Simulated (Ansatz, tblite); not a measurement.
Removing and adding an electron: SnMeH3 (CH6Sn). Total charge 0; singlet. Geometry: PBE-D4/def2-TZVP. Ansatz, gas phase; energy differences of separate SCF runs; the oxidised species was run as a doublet alone; the reduced species was run as a doublet alone.

```xyz
8

Sn   -0.082    0.685    0.719
C     0.096   -0.799   -0.839
H     1.126   -1.171   -0.881
H    -0.166   -0.354   -1.807
H    -0.582   -1.636   -0.633
H    -1.692    1.293    0.776
H     0.996    1.994    0.416
H     0.304   -0.011    2.247
```

In the def2 sets Sn takes a core potential; there is no spin–orbit coupling. The xTB rows come from tblite. Correlated methods freeze 5 core orbitals; core or outer-core shells of Sn are correlated, in sets that lack core-valence functions. In CCSD on the charge -1 doublet the largest single amplitude is 0.26, so its Hartree–Fock determinant may place the open shell otherwise than the density functionals do.

| level | −HOMO (eV) | vertical IE (eV) | −LUMO (eV) | vertical EA (eV) | HOMO–LUMO gap (eV) | IE − EA (eV) | remarks |
| --- | --- | --- | --- | --- | --- | --- | --- |
| GFN1-xTB | 12.02 | 15.32 | 5.21 | 2.02 | 6.80 | 13.30 | – |
| GFN2-xTB | 11.50 | 14.62 | 4.99 | 2.15 | 6.51 | 12.47 | – |
| HF/def2-TZVPD | – | – | – | -1.53 | – | – | HOMO above zero (-1 doublet) |
| HF/def2-TZVPP | – | 9.55 | – | – | – | – | – |
| PBE-D4/def2-TZVPD | 7.21 | – | 0.65 | -0.81 | 6.56 | – | HOMO above zero (-1 doublet) |
| r2SCAN-D4/def2-TZVP | 7.45 | 10.38 | -0.01 | – | 7.45 | – | – |
| r2SCAN-D4/def2-TZVPD | 7.45 | – | 0.06 | -0.97 | 7.38 | – | HOMO above zero (-1 doublet) |
| PBE0-D4/def2-TZVP | 8.37 | 10.49 | -0.24 | – | 8.61 | – | – |
| PBE0-D4/def2-TZVPD | 8.37 | – | 0.02 | -0.93 | 8.35 | – | HOMO above zero (-1 doublet) |
| MP2/def2-TZVPD | – | – | – | -1.16 | – | – | HOMO above zero (-1 doublet) |
| MP2/def2-TZVPP | – | 10.72 | – | – | – | – | – |
| CCSD/def2-TZVPD | – | – | – | -1.14 | – | – | HOMO above zero (-1 doublet) |
| CCSD/def2-TZVPP | – | 10.54 | – | – | – | – | – |
| CCSD(T)/def2-TZVPD | – | – | – | -1.09 | – | – | HOMO above zero (-1 doublet) |
| CCSD(T)/def2-TZVPP | – | 10.60 | – | – | – | – | – |

Run but left out: PBE-D4/def2-TZVP (charge +1 doublet: an occupied level 0.10 eV above an empty one).   A HOMO above zero means that the electron is unbound at that level or that self-interaction error raises the level; the energy of removing that electron tells which. Raw xTB energy differences between charge states are shifted by several eV; the methods need an empirical correction for them. A negative affinity means that the extra electron isn't bound; its size then hangs on the basis.
